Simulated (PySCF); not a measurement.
Fill in the blanks.

C4H11NO2Si.
SMILES: `C(O[SiH2]OC)/C=N/C`

Conformer (atom-mapped SMILES and torsion angles): `[CH3:1]/[N:2]=[CH:3]/[CH2:4][O:5][SiH2:6][O:7][CH3:8]`: N2–C3–C4–O5 133°, C3–C4–O5–Si6 83°, C4–O5–Si6–O7 -72°, O5–Si6–O7–C8 -69°.

```csv
property,level,value
point group,PBE0-D3(BJ)/def2-SVP,?
"rotational constants A, B, C",PBE0-D3(BJ)/def2-SVP,"2.595, 0.894, 0.705 GHz"
dipole moment,wB97X-D/def2-SVPD,?
HOMO energy,wB97X-D/def2-SVPD,?
LUMO energy,wB97X-D/def2-SVPD,1.42 eV
lowest singlet excitation,TDDFT wB97X-D/def2-SVPD,?
strongest line among the 6 lowest singlet transitions,TDDFT wB97X-D/def2-SVPD,?
static isotropic polarisability,wB97X-D/def2-SVPD,?
electronic spatial extent ⟨r²⟩ about the centre of nuclear charge,wB97X-D/def2-SVPD,?
```

Electronic properties: PySCF, gas phase, density fitting. Isolated species at its PBE0-D3(BJ)/def2-SVP geometry (one conformer only).

Q: What is the static isotropic polarisability?

A: 91.3 au.

Q: Give the lowest singlet excitation.

A: 5.09 eV (244 nm, f = 0.001).

Q: What is the point group?

A: C1.

Q: The dipole moment?

A: 1.57 D.

Q: Give the HOMO energy.

A: -9.27 eV.

Q: Give the electronic spatial extent ⟨r²⟩ about the centre of nuclear charge.

A: 1642 bohr².

Q: Give the strongest line among the 6 lowest singlet transitions.

A: S3 at 7.42 eV (167 nm, f = 0.142).

In atomic units the dipole is 0.62 e·bohr (1 au = 2.5417 D). The polarisability is 13.53 Å³ as a volume (1 au = 0.148185 Å³), or 1.27 au for each of the 72 electrons. With B = h/(8π²I), that is 505.379 GHz u Å² over I, the principal moments of inertia are 194.7, 565.3 and 716.8 u Å² (most abundant isotopes). The 6 singlets span 5.09 to 8.07 eV, and their oscillator strengths add up to 0.40. No computed singlet falls in the visible range (750 to 380 nm, 1.65 to 3.26 eV); S1 lies 1.83 eV above its blue end.
